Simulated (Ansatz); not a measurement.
Reaction (cleavage of the Si–Zn bond): `N[CH2][Zn][SiH3]` + `[OH][SnH]([F])[F]` → `[F][SnH]([F])[O][SiH3]` + `N[CH2][ZnH]`

Gas-phase electronic energies from Ansatz, PBE0-D4/def2-TZVP geometries. CCSD(T)/CBS is the MP2 limit (def2-TZVPP, def2-QZVPP) plus CCSD(T) − MP2 in def2-TZVPP, frozen cores. Functionals use def2-TZVPP. HSE06 is defined as in plane-wave codes. Elements past krypton have def2 core potentials. For Sn, Zn outer-core shells are correlated without core-valence functions, which leaves a few kJ/mol of doubt a bond. Scalar relativity is left out up to krypton. Each species was taken in one conformer, which may not be the lowest.

`N[CH2][Zn][SiH3]`:

```xyz
11

N    -2.154    0.645    1.170
C    -0.988    1.353    0.614
Zn    0.418    0.212   -0.202
Si    1.999   -1.315   -1.138
H    -2.624    0.100    0.458
H    -1.876   -0.006    1.893
H    -0.553    1.963    1.411
H    -1.351    2.076   -0.122
H     1.415   -2.138   -2.238
H     2.531   -2.277   -0.127
H     3.182   -0.612   -1.718
```

`[OH][SnH]([F])[F]`:

```xyz
6

O    -1.017   -0.194    1.147
Sn    0.340   -0.232   -0.224
F     1.492    1.255    0.070
F    -0.499    0.220   -1.871
H    -1.500    0.636    1.191
H     1.183   -1.685   -0.313
```

`[F][SnH]([F])[O][SiH3]`:

Cartesian coordinates in Å:
```
F -2.010 -1.619 -0.230
Sn -1.538 -0.002 0.648
F -0.889 -0.575 2.339
O -0.031 0.709 -0.298
Si 1.484 0.213 -0.713
H -2.837 1.057 0.782
H 1.721 -1.185 -0.267
H 1.624 0.292 -2.189
H 2.478 1.111 -0.073
```

`N[CH2][ZnH]`:

```xyz
8

N    -0.979    0.574    0.508
C    -0.027    0.145   -0.522
Zn    1.153   -1.257    0.180
H    -0.505    1.035    1.273
H    -1.642    1.245    0.137
H     0.535    0.965   -0.994
H    -0.594   -0.332   -1.330
H     2.060   -2.374    0.747
```

```csv
level,ΔE (kcal/mol),difference from CCSD(T)/CBS
LDA (SPW92),-12.5,7.0
BLYP-D4,-16.1,3.4
B97M-V,-18.9,0.6
r2SCANh-D4,-17.4,2.1
HSE06-D4,-14.8,4.7
BHLYP-D4,-22.3,-2.8
B2PLYP,-19.4,0.1
revPBE,-10.7,8.8
BLYP,-14.7,4.8
r2SCAN,-16.6,2.9
PBE0,-14.3,5.2
r2SCANh,-17.3,2.2
HF/def2-SVP,-23.3,-3.8
MP2/def2-SVP,-19.6,-0.1
SCS-MP2/def2-TZVPP,-22.7,-3.2
CCSD/def2-TZVPP,-21.0,-1.5
CCSD(T)/CBS,-19.5,0
```

Largest T1 diagnostic among the species: 0.015.

From PBE to PBE0 (25 % exact exchange), in def2-TZVPP and without D4, ΔE moves by −3.2 kcal/mol. At CCSD(T), def2-SVP lies +1.5 kcal/mol from the extrapolated value and def2-TZVPP −0.6 kcal/mol. In def2-TZVPP, CCSD(T) changes the Hartree–Fock value by +6.0 kcal/mol (the triples alone add +0.9 kcal/mol) and MP2 by +4.6 kcal/mol.
